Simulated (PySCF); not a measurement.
Ga(Cl)2(Ph), SMILES [Cl][Ga]([Cl])[c]1ccccc1, singlet, PBE0/def2-SVP optimised geometry.

```
14

Ga    -2.34     0.00     0.00
Cl    -3.47     1.82     0.00
Cl    -3.48    -1.82     0.00
C     -0.41     0.00     0.00
C      0.30    -1.21     0.01
C      1.69    -1.21     0.01
C      2.39     0.00     0.01
C      1.69     1.21     0.00
C      0.30     1.21    -0.01
H     -0.24    -2.16     0.02
H      2.24    -2.15     0.02
H      3.48     0.01     0.01
H      2.24     2.16    -0.01
H     -0.24     2.16    -0.02
```

Density from PBE0/def2-TZVP run with PySCF at that geometry.

Minimum of the electron density along straight lines between bonded atoms, close to the bond critical point (lines longer than 1.1 times the sum of covalent radii, or with two minima, are not listed):

```tsv
bond	length / Å	ρ at the minimum / e bohr⁻³	∇²ρ there / e bohr⁻⁵	position (fraction from the first atom)
Ga1–Cl2	2.144	0.098	0.27	0.44
Ga1–Cl3	2.144	0.098	0.27	0.44
Ga1–C4	1.931	…	…	0.48
C4–C5	1.403	0.309	-0.88	0.50
C5–C6	1.394	0.316	-0.93	0.50
C6–C7	1.395	0.316	-0.93	0.50
C7–C8	1.395	0.316	-0.93	0.50
C4–C9	1.403	0.309	-0.88	0.50
C8–C9	1.394	0.316	-0.93	0.50
C5–H10	1.094	0.281	-0.99	0.65
C6–H11	1.093	0.280	-0.99	0.65
C7–H12	1.093	0.281	-0.99	0.65
C8–H13	1.093	0.280	-0.99	0.65
C9–H14	1.094	0.281	-0.99	0.65
```

Problem. What belongs in the gaps?

Solution. 
- Ga1–C4, ρ at the minimum / e bohr⁻³: 0.124
- Ga1–C4, ∇²ρ there / e bohr⁻⁵: 0.20
